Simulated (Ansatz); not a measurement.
Relaxation of C3H8AlClSSi (15 atoms, charge 0, multiplicity 1), to a largest force component of 0.02 eV/Å in at most 40 steps.

Level of theory: RKS BHLYP-D4/STO-3G in Ansatz 0.2.0.

```xyz
15
Properties=species:S:1:pos:R:3
Al -0.312 -2.256 -0.837
C 0.878 -0.663 -0.723
S 2.038 -0.721 -1.542
C 0.663 0.582 0.114
Si -0.832 1.540 -0.652
C 0.281 0.239 1.580
Cl 1.702 -0.574 2.362
H 0.044 -3.436 -1.789
H -1.728 -2.181 0.011
H 1.465 1.263 0.142
H -2.073 0.741 -0.579
H -0.489 1.897 -2.010
H -1.091 2.809 0.121
H -0.633 -0.427 1.675
H 0.065 1.137 2.155
```

Question: Where does it end, and by what steps?

Answer: The run converged. Limits of this set-up: minimal basis. After 32 steps the energy has fallen by 3.034 eV; S3 moved furthest, 2.57 Å. The start is strongly strained (largest force component 14 eV/Å). Joined: Al1–Cl7 (4.14 → 2.40 Å).

| step | energy less start (eV) | largest force component (eV/Å) | accepted |
| --- | --- | --- | --- |
| 0 | 0.0000 | 14.347 | yes |
| 2 | -2.2757 | 1.187 | yes |
| 4 | -2.3226 | 0.272 | yes |
| 6 | -2.3678 | 0.276 | yes |
| 8 | -2.4913 | 0.392 | yes |
| 10 | -2.7244 | 0.327 | yes |
| 12 | -2.8453 | 0.408 | yes |
| 14 | -2.8963 | 0.296 | yes |
| 16 | -2.9212 | 0.265 | yes |
| 18 | -2.9417 | 0.625 | yes |
| 20 | -2.9695 | 0.184 | yes |
| 22 | -2.9952 | 0.403 | yes |
| 24 | -3.0128 | 0.404 | yes |
| 26 | -3.0289 | 0.179 | yes |
| 28 | -3.0324 | 0.158 | yes |
| 30 | -3.0341 | 0.035 | yes |
| 32 | -3.0343 | 0.013 | yes |

```xyz
15
Properties=species:S:1:pos:R:3
Al 0.509 -2.499 -0.192
C 0.116 -0.774 -0.969
S -0.343 -0.518 -2.494
C 0.318 0.447 -0.014
Si -0.413 2.065 -0.657
C -0.249 0.159 1.386
Cl 0.357 -1.511 1.995
H 1.930 -2.928 -0.206
H -0.608 -3.474 -0.128
H 1.398 0.592 0.115
H -1.798 1.894 -0.967
H 0.320 2.529 -1.794
H -0.300 3.039 0.388
H -1.342 0.064 1.407
H 0.083 0.863 2.159
```

Whether the end is a true minimum wasn't checked by a vibrational analysis.

Time of the run: 6.2 min on 1 thread of Arm Neoverse N1, on a shared host, peak memory 0.2 GiB.
